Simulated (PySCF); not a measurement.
Simulated C 1s region for `C[N@@H+]([AlH3-])C1CCC1`, binding energy against the vacuum level.

Every computed line was given a Gaussian of 0.6 eV full width at half maximum and an area set by the number of equivalent atoms; the highest printed point is 100. Theory: delta-SCF UKS SCAN, pcX-2 on the ionised atom, pcseg-1 elsewhere, spin-free X2C (PySCF 2.14.0).

(binding energy (eV), intensity): (290.0, 0), (290.1, 0), (290.2, 2), (290.3, 4), (290.4, 10), (290.5, 22), (290.6, 40), (290.7, 62), (290.8, 84), (290.9, 99), (291.0, 100), (291.1, 88), (291.2, 66), (291.3, 45), (291.4, 28), (291.5, 21), (291.6, 22), (291.7, 31), (291.8, 43), (291.9, 54), (292.0, 61), (292.1, 61), (292.2, 54), (292.3, 43), (292.4, 30), (292.5, 18), (292.6, 10), (292.7, 5), (292.8, 2), (292.9, 1), (293.0, 0)

Question: Count the maxima, the lines and the sites behind this envelope.

Answer: The curve has 2 maxima (at 291.0 and 292.1 eV). Under it lie 5 lines from 5 inequivalent carbon sites. At this width some lines have no maximum of their own.

Question: Decompose the envelope and assign each component. Numbering: `[CH3:1][N@@H+:2]([AlH3-:3])[CH:4]1[CH2:5][CH2:6][CH2:7]1`.

Answer: 
| position (eV) | relative area | line | atoms | environment |
| --- | --- | --- | --- | --- |
| 290.88 | 1 | C 1s | C5 | four-membered-ring carbon |
| 290.97 | 1 | C 1s | C6 | four-membered-ring carbon |
| 291.02 | 1 | C 1s | C7 | four-membered-ring carbon |
| 291.93 | 1 | C 1s | C4 | sp3 carbon bound to nitrogen |
| 292.18 | 1 | C 1s | C1 | N-methyl carbon |

Question: What are the centre and the root-mean-square width of the whole band?

Answer: The area-weighted mean of the lines is 291.40 eV. Their own spread about it is 0.54 eV (rms) and each Gaussian has σ = 0.6/2.355 = 0.25 eV; the variances add, which gives 0.60 eV.

Lowest listed C 1s: C5, bonded to 2 C and 2 H. Highest, 1.30 eV above it: C1, bonded to N and 3 H.

No satellites, vibrations or lifetime broadening are included. One conformer (not necessarily the lowest) at the PBE0-D3(BJ)/def2-SVP geometry, without solvent, vibrations or thermal averaging.

Time: 4.4 min of wall time; peak memory 0.77 GiB. Hardware: one thread, Arm Neoverse N1 (aarch64), shared host.

Shape of the structure used: `[CH3:1][N@@H+:2]([AlH3-:3])[CH:4]1[CH2:5][CH2:6][CH2:7]1`: C1–N2–C4–C5 169°.
